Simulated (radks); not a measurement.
Neutral vanadium inside a hard spherical wall (all orbitals vanish at R), configuration held at [Ar] 3d3 4s2 and not refilled when levels cross. Calculated with a radial shooting solver on a logarithmic mesh with Libxc functionals: non-relativistic Kohn-Sham, PBE, spin-polarised, spherical densities, point nucleus; open shells are filled with parallel spins first. Eigenvalues in eV for spin up, with the zero of energy where the potential of the charges vanishes at infinity; a dash marks a level that is unbound or too diffuse for the functional's potential to be trusted. A positive occupied level is held by the wall or, in an anion where self-interaction has pushed it up, behind a barrier. The pressure on the wall is -dE/dV.

R (bohr) = free: E (hartree) -943.64879; kinetic (hartree) 942.827; e(3s) -70.092; e(3p) -44.832; e(3d) -6.196; e(4s) -4.913; e(4p, empty) -1.584; e(5s, empty) -; pressure (GPa) 0
R (bohr) = 20: E (hartree) -943.64879; kinetic (hartree) 942.827; e(3s) -70.092; e(3p) -44.832; e(3d) -6.196; e(4s) -4.913; e(4p, empty) -1.584; e(5s, empty) -; pressure (GPa) < 0.0001
R (bohr) = 12: E (hartree) -943.64870; kinetic (hartree) 942.828; e(3s) -70.082; e(3p) -44.822; e(3d) -6.186; e(4s) -4.905; e(4p, empty) -1.553; e(5s, empty) 0.812; pressure (GPa) 0.00157
R (bohr) = 10: E (hartree) -943.64801; kinetic (hartree) 942.835; e(3s) -70.028; e(3p) -44.768; e(3d) -6.135; e(4s) -4.863; e(4p, empty) -1.448; e(5s, empty) 1.812; pressure (GPa) 0.0198
R (bohr) = 8: E (hartree) -943.64216; kinetic (hartree) 942.875; e(3s) -69.750; e(3p) -44.490; e(3d) -5.869; e(4s) -4.631; e(4p, empty) -1.005; e(5s, empty) 4.452; pressure (GPa) 0.256
R (bohr) = 7: E (hartree) -943.62981; kinetic (hartree) 942.945; e(3s) -69.347; e(3p) -44.088; e(3d) -5.490; e(4s) -4.265; e(4p, empty) -0.392; e(5s, empty) 7.326; pressure (GPa) 0.953
R (bohr) = 5: E (hartree) -943.48841; kinetic (hartree) 943.540; e(3s) -66.833; e(3p) -41.603; e(3d) -3.152; e(4s) -1.372; e(4p, empty) 3.800; e(5s, empty) 23.076; pressure (GPa) 16.6
R (bohr) = 4: E (hartree) -943.14345; kinetic (hartree) 944.736; e(3s) -63.280; e(3p) -38.130; e(3d) 0.245; e(4s) 4.213; e(4p, empty) 11.078; e(5s, empty) 46.385; pressure (GPa) 89.2
R (bohr) = 3: E (hartree) -941.77408; kinetic (hartree) 949.083; e(3s) -55.038; e(3p) -30.062; e(3d) 8.940; e(4s) 22.977; e(4p, empty) 33.406; e(5s, empty) 108.61; pressure (GPa) 709
R (bohr) = 2.5: E (hartree) -939.54726; kinetic (hartree) 956.030; e(3s) -46.059; e(3p) -20.974; e(3d) 19.414; e(4s) 49.667; e(4p, empty) 62.883; e(5s, empty) 182.47; pressure (GPa) 2600
R (bohr) = 1.5: E (hartree) -911.27974; kinetic (hartree) 1032.954; e(3s) 26.322; e(3p) 55.575; e(3d) 101.77; e(4s) 299.77; e(4p, empty) 311.79; e(5s, empty) 730.93; pressure (GPa) 85100
